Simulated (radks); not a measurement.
Values are calculated unless marked as measured or tabulated.
Dipole-allowed excitations along the series with 46 electrons in [Kr] 4d10. Code: a radial shooting solver on a logarithmic mesh with Libxc functionals. Model: scalar-relativistic Kohn-Sham, LB94 model potential, spin-polarised, spherical densities, finite nucleus; Fermi nuclear charge, rms radius of each element as measured or else 0.836 A^(1/3) + 0.57 fm. Time-dependent linear response with the Hartree and adiabatic LDA kernel, continuum included through the Sternheimer equations, no spin-orbit coupling, so fine structure and intercombination lines are absent. Lines are the poles of the dipole polarisability below minus the highest occupied eigenvalue, found on a grid refined at the orbital gaps; the lowest seven at most are given, and weak or close lines can be missed. The first line takes the name of the lowest orbital gap if no other gap lies below it; otherwise a line is named after a gap within 0.6 % of it, if that gap stands alone.

species  -e(HOMO) (eV)  lowest orbital gap (eV)  first line (eV)     f  static alpha (bohr^3)
Gd18+           567.10             4d-4f 146.59   181.98 (4d-4f)  6.91                 0.1994
Tb19+           615.73             4d-4f 152.43   188.96 (4d-4f)  6.63                 0.1786
Dy20+           666.13             4d-4f 158.25   195.88 (4d-4f)  6.38                 0.1606
